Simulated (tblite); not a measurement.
Species: C₇H₉ClOSi.
Numbering: `[SiH3:1][O:2][C:3]1=[CH:4][CH2:5][CH:6]=[CH:7]/[C:8]1=[CH:9]\[Cl:10]` (hydrogens: H11, H12, H13 on Si1; H14 on C4; H15, H16 on C5; H17 on C6; H18 on C7; H19 on C9)

Cartesian coordinates in Å at the GFN2-xTB level; atoms count from 1:
```
atom  x, y, z in Å
Si1    3.085   -0.093   -0.097
O2     1.595    0.119   -0.705
C3     0.340   -0.133   -0.263
C4    -0.019   -1.314    0.248
C5    -1.405   -1.629    0.698
C6    -2.349   -0.492    0.512
C7    -1.978    0.686    0.016
C8    -0.617    0.966   -0.399
C9    -0.204    2.154   -0.873
Cl10  -1.230    3.515   -1.055
H11    3.259    0.754    1.084
H12    3.349   -1.482    0.283
H13    3.862    0.329   -1.251
H14    0.720   -2.096    0.344
H15   -1.778   -2.508    0.156
H16   -1.390   -1.920    1.757
H17   -3.373   -0.665    0.808
H18   -2.692    1.488   -0.096
H19    0.815    2.331   -1.175
```

Level: GFN2-xTB in tblite, geometry and Hessian alike; calculated harmonic values, unscaled, isolated species. The method is semi-empirical: single wavenumbers can be off by several per cent or more. Modes of hydrogen on silicon can be 10 to 20 % off. One conformer, not necessarily the lowest. The optimisation stopped once no atom felt more than 0.01 eV/Å.

Lowest wavenumbers of the output (negative numbers stand for imaginary wavenumbers):
```
mode    cm-1
  1     -39.7
  2      59.4
  3      84.4
  4     105.0
  5     156.9
  6     171.9
  7     243.7
  8     268.5
  9     291.1
 10     393.7
```

Q: Is this structure a minimum?

A: Not by this Hessian. 1 mode is imaginary beyond 20i (40i cm⁻¹), so at this level the point lies at or near a first-order saddle. The curvature is small, so loose convergence or finite differences may be the whole cause.

Q: Which atoms move in the imaginary mode?

A: 40i: Si1 (oxygen-bound silicon) 23 %, H11 (Si–H hydrogen) 20 %, H12 (Si–H hydrogen) 19 %, O2 (silyl ether oxygen) 14 %. These are shares of the mass-weighted motion.

Q: What is the remedy?

A: Step along that mode in both directions, optimise again with tighter thresholds and repeat the frequencies. The zero-point energy of this point (83.4 kcal/mol) counts the 50 real modes alone, and thermal corrections from it aren't those of a minimum.
